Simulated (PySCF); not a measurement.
Can point charges reproduce the dipole moment of `CC[C@@](CO)(CS)O[SiH3]`?

Coordinates (GFN2-xTB, Å) and charges (e) from the PBE0/pcSseg-1 density (PySCF):

```csv
atom,x,y,z,Mulliken,IAO,Hirshfeld,ESP-fitted
C1,-2.520,-0.622,0.187,-0.2782,-0.4212,-0.1192,-0.5983
C2,-1.424,0.417,0.386,-0.1360,-0.2608,-0.0855,+0.3602
C3,0.001,-0.061,0.056,-0.1891,+0.2107,+0.0817,+0.0123
C4,0.528,-1.004,1.158,+0.1890,-0.0563,-0.0072,+0.0613
O5,0.599,-0.368,2.400,-0.4393,-0.5385,-0.2192,-0.5472
C6,0.099,-0.780,-1.288,-0.2611,-0.3516,-0.0769,-0.3948
S7,-0.580,0.185,-2.675,-0.1082,-0.0670,-0.0383,-0.2857
O8,0.808,1.093,0.054,-0.6396,-0.6483,-0.2036,-0.4677
Si9,2.376,1.388,-0.227,+0.6365,+0.8372,+0.3724,+0.6144
H10,-2.630,-0.881,-0.863,+0.1224,+0.1384,+0.0281,+0.1688
H11,-2.317,-1.525,0.756,+0.1078,+0.1304,+0.0364,+0.1511
H12,-3.465,-0.210,0.531,+0.1231,+0.1507,+0.0471,+0.1409
H13,-1.634,1.288,-0.238,+0.1241,+0.1463,+0.0263,-0.0337
H14,-1.416,0.747,1.427,+0.1231,+0.1456,+0.0325,-0.0099
H15,1.519,-1.375,0.852,+0.1002,+0.1122,+0.0276,+0.0561
H16,-0.140,-1.857,1.284,+0.1187,+0.1480,+0.0482,+0.1002
H17,1.038,0.484,2.275,+0.2373,+0.3451,+0.1483,+0.3835
H18,-0.466,-1.709,-1.270,+0.1603,+0.1632,+0.0524,+0.2311
H19,1.145,-1.002,-1.509,+0.1578,+0.1459,+0.0359,+0.1669
H20,0.087,1.304,-2.399,+0.1479,+0.0921,+0.0476,+0.2494
H21,2.375,2.806,0.091,-0.0943,-0.1228,-0.0749,-0.1126
H22,3.263,0.605,0.639,-0.1011,-0.1516,-0.0795,-0.1148
H23,2.748,1.105,-1.617,-0.1011,-0.1478,-0.0798,-0.1314
```

Problem. What dipole does each set of charges give (1 e·Å = 4.803 D), and what does the density give?

Solution. The full density gives (1.20, -0.19, -0.17) D, 1.23 D in size; dipole vectors point from the negative to the positive end.

| scheme | μx | μy | μz | size (D) | share of the full size (%) | angle to the full dipole (°) |
| --- | --- | --- | --- | --- | --- | --- |
| Mulliken | 0.27 | -2.40 | -1.18 | 2.68 | 218 | 73 |
| IAO | 1.59 | -0.54 | -1.60 | 2.32 | 188 | 37 |
| Hirshfeld | 0.79 | -0.14 | -0.73 | 1.08 | 88 | 34 |
| ESP-fitted | 1.27 | -0.23 | -0.17 | 1.30 | 106 | 1 |

Problem. Which set comes closest?

Solution. Length of the difference vector: ESP-fitted 0.08 D, Hirshfeld 0.70 D, IAO 1.52 D, Mulliken 2.60 D. Closest: ESP-fitted. 

Problem. What is left for the Hirshfeld atoms' own dipoles?

Solution. The Hirshfeld atoms' densities add up to the full density, so μ = Σ q r + Σ (atomic dipoles). The atomic dipoles sum to (1.20, -0.19, -0.17) − (0.79, -0.14, -0.73) = (0.41, -0.05, 0.56) D, 0.70 D in size.

Problem. With the origin at the mean of the coordinates, (0.000, 0.001, 0.000) Å, which are the largest single terms, by size, of the IAO dipole along the direction of the full one?

Solution. Si9 +8.62, C1 +4.85, H12 -2.48, H22 -2.19, H23 -1.95 D; all 23 atoms together +1.86 D. The single terms depend on the origin, their sum doesn't.

Problem. Give the size of the full dipole in other units.

Solution. 1.23 D = 0.485 au = 0.256 e·Å = 4.11 × 10⁻³⁰ C·m.

The structure is a single GFN2-xTB conformer in the gas phase; no vibrational or solvent corrections.
